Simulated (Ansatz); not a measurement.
Total energies of `c1csc(-c2cnc(-c3cnc(-c4cncs4)s3)s2)n1` from Ansatz at PBE-D4/def2-TZVP, gas phase (1 Eh = 27.2114 eV = 2625.5 kJ/mol). The reference geometry is relaxed at PBE-D4/def2-SVP.

```xyz
26

C    -1.0677    4.2422   -4.9242
C    -2.1167    4.8301   -4.2385
S    -2.3299    4.0490   -2.7110
C    -0.9772    2.9776   -3.1087
C    -0.5183    1.9433   -2.2084
C     0.5337    1.0515   -2.4264
N     0.7831    0.1620   -1.4341
C    -0.0486    0.3203   -0.4180
C    -0.0282   -0.4771    0.7802
C    -0.8301   -0.4290    1.9222
N    -0.5509   -1.3339    2.8927
C     0.4662   -2.1088    2.5456
C     0.9937   -3.1661    3.3747
C     2.0425   -4.0570    3.1494
N     2.2956   -4.9515    4.1478
C     1.4613   -4.7731    5.1457
S     0.2927   -3.4907    4.9397
S     1.1516   -1.7516    0.9581
S    -1.2257    1.6254   -0.6458
N    -0.4373    3.2122   -4.2905
H    -0.7298    4.5569   -5.9226
H    -2.7600    5.6627   -4.5467
H     1.1333    1.0593   -3.3472
H    -1.6530    0.2884    2.0630
H     2.6545   -4.0690    2.2346
H     1.4651   -5.3732    6.0684
```

```csv
state,geometry,energy (Eh)
charge 0 singlet,reference,-2271.54274
charge 1 doublet,reference,-2271.28134
charge 1 doublet,relaxed at PBE-D4/def2-SVP,-2271.28479
charge -1 doublet,reference,-2271.60590
free C atom (triplet),–,-37.79597
free S atom (triplet),–,-397.93833
free N atom (quartet),–,-54.53214
free H atom (doublet),–,-0.49962
```

Single mean-field runs in def2-TZVP are fitted with def2-universal-jkfit.

(1) Work out the vertical ionisation energy to the doublet.

(2) Work out the vertical electron affinity, to the doublet.

(3) Give the fundamental gap IE − EA, the Mulliken electronegativity (IE + EA)/2 and the hardness (IE − EA)/2.

(4) How much does the charge 1 doublet relax, and what is the adiabatic ionisation energy?

(5) What is the binding energy per atom against free atoms?

(1) E(charge 1 doublet) − E(charge 0 singlet) = -2271.28134 − (-2271.54274) = 0.26140 Eh = 7.11 eV. For comparison, −ε of the highest occupied level is 5.33 eV at this level, 1.78 eV less.

(2) E(charge 0 singlet) − E(charge -1 doublet) = -2271.54274 − (-2271.60590) = 0.06316 Eh = 1.72 eV. The basis lacks diffuse functions, which makes affinities too small.

(3) From the values in Eh: IE − EA = 0.26140 − 0.06316 = 0.19824 Eh = 5.39 eV; (IE + EA)/2 = 4.42 eV; (IE − EA)/2 = 2.70 eV. The HOMO–LUMO gap of the same run is 1.94 eV, 3.45 eV smaller than the fundamental gap.

(4) Relaxation: -2271.28134 − (-2271.28479) = 0.00345 Eh = 0.09 eV. Adiabatic ionisation energy: 0.25795 Eh = 7.02 eV, without zero-point energy. 

(5) Atoms: 12 × (-37.79597) + 4 × (-397.93833) + 4 × (-54.53214) + 6 × (-0.49962) = -2266.43124 Eh. Binding: -2266.43124 − (-2271.54274) = 5.11150 Eh = 139.09 eV, or 5.35 eV for each of 26 atoms (no zero-point energy, no counterpoise term).

At PBE-D4/def2-TZVP the highest occupied level of the charge -1 doublet lies above zero (up to 0.02 eV). By energy differences its removal costs 1.72 eV (vertical, to the charge 0 singlet, at PBE-D4/def2-TZVP); self-interaction error and the lack of diffuse functions both raise the level.
